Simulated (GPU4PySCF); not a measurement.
Computed shifts of a molecule C16H10, PBE0/pcSseg-1 (GPU4PySCF), GIAO, gas phase, atoms alike by connectivity averaged where their shifts nearly agree, in ppm (number of nuclei): ¹³C: 135.6 (4), 134.1 (4), 131.7 (2), 131.0 (4), 127.8 (2). ¹H: 8.50 (4), 8.40 (2), 8.36 (4). References: ¹³C against TMS (σ = 186.3 ppm); ¹H against TMS (σ = 31.56 ppm), references at their B3LYP-D3(BJ)/def2-TZVP geometries, non-relativistic (references run with PySCF on processors). Geometry: ωB97X-D3(BJ)/def2-TZVP. Other conformers were not sampled.

Q: Which structure fits?
A) c1cc2ccc3cccc4ccc(c1)c2c34
B) C#Cc1cccc2cc3ccccc3cc12
C) C#Cc1c2ccccc2cc2ccccc12
D) C#Cc1ccc2cc3ccccc3cc2c1

A: A, c1cc2ccc3cccc4ccc(c1)c2c34
